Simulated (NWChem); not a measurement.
Program: NWChem. System: sulfur trioxide (O$_{3}$S), charge 0, spin multiplicity 1, at a geometry optimised with PBE/def2-SVP. Level: PBE0/def2-SVP.

Output (cleaned and shortened):

```
             Northwest Computational Chemistry Package (NWChem) 7.3.0
             --------------------------------------------------------

                                NWChem Input Module
                                -------------------

 Scaling coordinates for geometry "geometry" by  1.889725989
 (inverse scale =  0.529177249)

                             Geometry "geometry" -> ""
                             -------------------------

 Output coordinates in angstroms (scale by  1.889725989 to convert to a.u.)

  No.       Tag          Charge          X              Y              Z
 ---- ---------------- ---------- -------------- -------------- --------------
    1 O                    8.0000     0.00000000     0.00000000     1.46931000
    2 S                   16.0000     0.00000000     0.00000000     0.00000600
    3 O                    8.0000    -1.27245700     0.00000000    -0.73466100
    4 O                    8.0000     1.27245700     0.00000000    -0.73466100

 Effective nuclear repulsion energy (a.u.)     178.2223998048

            Nuclear Dipole moment (a.u.)
            ----------------------------
        X                 Y               Z
 ---------------- ---------------- ----------------
     0.0000000000     0.0000000000     0.0000000000


 Summary of "ao basis" -> "" (spherical)
 ------------------------------------------------------------------------------
       Tag                 Description            Shells   Functions and Types
 ---------------- ------------------------------  ------  ---------------------
 *                          def2-svp                  on all atoms

                                 NWChem DFT Module
                                 -----------------

 Summary of "ao basis" -> "ao basis" (spherical)
 ------------------------------------------------------------------------------
       Tag                 Description            Shells   Functions and Types
 ---------------- ------------------------------  ------  ---------------------
 O                          def2-svp                 6       14   3s2p1d
 S                          def2-svp                 8       18   4s3p1d

 Summary of "ao basis" -> "ao basis" (spherical)
 ------------------------------------------------------------------------------
       Tag                 Description            Shells   Functions and Types
 ---------------- ------------------------------  ------  ---------------------
 O                          def2-svp                 6       14   3s2p1d
 S                          def2-svp                 8       18   4s3p1d

            General Information
            -------------------
          SCF calculation type: DFT
          Wavefunction type:  closed shell.
          No. of atoms     :     4
          No. of electrons :    40
           Alpha electrons :    20
            Beta electrons :    20
          Charge           :     0
          Spin multiplicity:     1
          Use of symmetry is: off; symmetry adaption is: off
          Maximum number of iterations: 100
          AO basis - number of functions:    60
                     number of shells:    26
          Convergence on energy requested:  1.00D-06
          Convergence on density requested:  1.00D-05
          Convergence on gradient requested:  5.00D-04

              XC Information
              --------------
                         PBE0 Method XC Functional
                     Hartree-Fock (Exact) Exchange  0.250
          PerdewBurkeErnzerhof Exchange Functional  0.750
            Perdew 1991 LDA Correlation Functional  1.000 local
           PerdewBurkeErnz. Correlation Functional  1.000 non-local

             Grid Information
             ----------------
          Grid used for XC integration:  medium
          Radial quadrature: Mura-Knowles
          Angular quadrature: Lebedev.
          Tag              B.-S. Rad. Rad. Pts. Rad. Cut. Ang. Pts.
          ---              ---------- --------- --------- ---------
          O                   0.60       49           7.0       434
          S                   1.00       88           6.0       590
          Grid pruning is: on
          Number of quadrature shells:   235
[...]
          total energy or number of iterations.
          Levelshifting, if invoked, occurs when the
          HOMO/LUMO gap drops below (HL_TOL):  1.00D-02
          DIIS, if invoked, will attempt to extrapolate
          using up to (NFOCK): 10 stored Fock matrices.

                    Damping( 0%)  Levelshifting(0.5)       DIIS
                  --------------- ------------------- ---------------
          dE  on:    start            ASAP                start
          dE off:    2 iters        100 iters           100 iters

      Screening Tolerance Information
      -------------------------------
          Density screening/tol_rho:  1.00D-10
          AO Gaussian exp screening on grid/accAOfunc:  14
          CD Gaussian exp screening on grid/accCDfunc:  20
          XC Gaussian exp screening on grid/accXCfunc:  20
          Schwarz screening/accCoul:  1.00D-08

      Superposition of Atomic Density Guess
      -------------------------------------

 Sum of atomic energies:        -621.42078006

      Non-variational initial energy
      ------------------------------

 Total energy =    -622.692070
 1-e energy   =   -1213.668303
 2-e energy   =     412.753833
 HOMO         =      -0.412589
 LUMO         =      -0.047834

------------------------------------------------------------
EAF file 0: "./mol.aoints.0" size=524288 bytes
------------------------------------------------------------
               write      read    awrite     aread      wait
               -----      ----    ------     -----      ----
     calls:        1         0         0         0         0
   data(b): 5.24e+05  0.00e+00  0.00e+00  0.00e+00
   time(s): 0.00e+00  0.00e+00  0.00e+00  0.00e+00  0.00e+00
rate(mb/s): 0.00e+00  0.00e+00
------------------------------------------------------------

   convergence    iter        energy       DeltaE   RMS-Dens  Diis-err    time
 ---------------- ----- ----------------- --------- --------- ---------  ------
 d= 0,ls=0.0,diis     1   -622.8471821232 -8.01D+02  3.95D-02  2.11D+00     0.5
 d= 0,ls=0.0,diis     2   -622.4924991512  3.55D-01  2.39D-02  6.11D+00     0.7
 d= 0,ls=0.0,diis     3   -623.0847280191 -5.92D-01  1.76D-03  2.32D-02     0.8
 d= 0,ls=0.0,diis     4   -623.0866923070 -1.96D-03  4.13D-04  2.24D-03     0.9
 d= 0,ls=0.0,diis     5   -623.0868939205 -2.02D-04  1.77D-05  1.71D-06     1.0
 d= 0,ls=0.0,diis     6   -623.0868940781 -1.58D-07  1.06D-05  2.01D-07     1.2
 d= 0,ls=0.0,diis     7   -623.0868940400  3.81D-08  6.84D-06  6.10D-07     1.3

         Total DFT energy =     -623.086894040009
      One electron energy =    -1211.424644222998
           Coulomb energy =      461.159821756220
    Exchange-Corr. energy =      -51.044471378013
 Nuclear repulsion energy =      178.222399804782

 Numeric. integr. density =       39.999997227376

     Total iterative time =      1.1s

                       DFT Final Molecular Orbital Analysis
                       ------------------------------------

 Vector   18  Occ=2.000000D+00  E=-4.086161D-01
              MO Center=  5.6D-05,  1.1D-10,  6.8D-01, r^2= 2.1D+00
   Bfn.  Coefficient  Atom+Function         Bfn.  Coefficient  Atom+Function
  ----- ------------  ---------------      ----- ------------  ---------------
     5      0.514172  1 O  py                 8      0.381917  1 O  py
    37     -0.257073  3 O  py                51     -0.257109  4 O  py
    40     -0.190948  3 O  py                54     -0.190975  4 O  py
    29      0.146007  2 S  d -1

 Vector   19  Occ=2.000000D+00  E=-4.086114D-01
              MO Center= -5.6D-05,  4.2D-11, -6.8D-01, r^2= 2.1D+00
   Bfn.  Coefficient  Atom+Function         Bfn.  Coefficient  Atom+Function
  ----- ------------  ---------------      ----- ------------  ---------------
    37      0.445299  3 O  py                51     -0.445278  4 O  py
    40      0.330760  3 O  py                54     -0.330745  4 O  py
    28     -0.146005  2 S  d -2

 Vector   20  Occ=2.000000D+00  E=-3.623882D-01
              MO Center= -7.3D-09,  2.3D-12, -7.8D-05, r^2= 2.7D+00
   Bfn.  Coefficient  Atom+Function         Bfn.  Coefficient  Atom+Function
  ----- ------------  ---------------      ----- ------------  ---------------
     4      0.394491  1 O  px                38      0.341658  3 O  pz
    52     -0.341658  4 O  pz                 7      0.286771  1 O  px
    41      0.248364  3 O  pz                55     -0.248364  4 O  pz
    36     -0.197269  3 O  px                50     -0.197269  4 O  px
    39     -0.143403  3 O  px                53     -0.143403  4 O  px

 Vector   21  Occ=0.000000D+00  E=-1.125593D-01
              MO Center= -6.8D-10, -4.5D-10, -1.0D-06, r^2= 2.1D+00
   Bfn.  Coefficient  Atom+Function         Bfn.  Coefficient  Atom+Function
  ----- ------------  ---------------      ----- ------------  ---------------
    26      0.598236  2 S  py                23      0.439719  2 S  py
     5     -0.326061  1 O  py                37     -0.326061  3 O  py
    51     -0.326061  4 O  py                 8     -0.301679  1 O  py
    40     -0.301678  3 O  py                54     -0.301678  4 O  py
    20      0.216130  2 S  py

 Vector   22  Occ=0.000000D+00  E=-8.877623D-02
              MO Center= -8.4D-09,  7.3D-10, -6.3D-07, r^2= 2.1D+00
   Bfn.  Coefficient  Atom+Function         Bfn.  Coefficient  Atom+Function
  ----- ------------  ---------------      ----- ------------  ---------------
    18      1.366254  2 S  s                  3     -0.377470  1 O  s
    35     -0.377467  3 O  s                 49     -0.377467  4 O  s
     9      0.346660  1 O  pz                 6      0.307407  1 O  pz
    39     -0.300216  3 O  px                53      0.300216  4 O  px
    17      0.265435  2 S  s                 36     -0.266220  3 O  px

 Vector   23  Occ=0.000000D+00  E= 1.586602D-01
              MO Center=  1.4D-05,  3.9D-11,  2.7D-01, r^2= 1.9D+00
   Bfn.  Coefficient  Atom+Function         Bfn.  Coefficient  Atom+Function
  ----- ------------  ---------------      ----- ------------  ---------------
    25      1.456163  2 S  px                35      0.655959  3 O  s
    49     -0.655938  4 O  s                 22      0.396513  2 S  px
     7     -0.377934  1 O  px                41      0.360577  3 O  pz
    55     -0.360586  4 O  pz                 4     -0.328486  1 O  px
    38      0.249235  3 O  pz                52     -0.249245  4 O  pz

 center of mass
 --------------
 x =   0.00000000 y =   0.00000000 z =  -0.00000000

 moments of inertia (a.u.)
 ------------------
         184.969432763697           0.000000000000           0.000000000000
           0.000000000000         369.937048444419           0.000000000000
           0.000000000000           0.000000000000         184.967615680722

     Multipole analysis of the density
     ---------------------------------

     L   x y z        total         alpha         beta         nuclear
     -   - - -        -----         -----         ----         -------
     0   0 0 0     -0.000000    -20.000000    -20.000000     40.000000

     1   1 0 0      0.000000      0.000000      0.000000      0.000000
     1   0 1 0     -0.000000     -0.000000     -0.000000      0.000000
     1   0 0 1      0.000020      0.000010      0.000010      0.000000

     2   2 0 0    -23.458966    -57.986102    -57.986102     92.513239
     2   1 1 0      0.000000      0.000000      0.000000      0.000000
     2   1 0 1      0.000000      0.000000      0.000000      0.000000
     2   0 2 0    -18.518237     -9.259118     -9.259118      0.000000
     2   0 1 1     -0.000000     -0.000000     -0.000000      0.000000
     2   0 0 2    -23.459003    -57.986575    -57.986575     92.514147

 Task  times  cpu:        1.3s     wall:        1.3s

 Total times  cpu:        1.3s     wall:        1.3s
```

Write an NWChem input that would produce this output.

One answer among several that fit: 
```
start mol
memory heap 200 mb stack 900 mb global 1100 mb
geometry units angstroms nocenter noautoz noautosym
  O      0.000000     0.000000     1.469310
  S      0.000000     0.000000     0.000006
  O     -1.272457     0.000000    -0.734661
  O      1.272457     0.000000    -0.734661
end
basis spherical
  * library def2-svp
end
dft
  xc pbe0
  semidirect memsize 60000000 filesize 0
  iterations 100
end
task dft energy
```
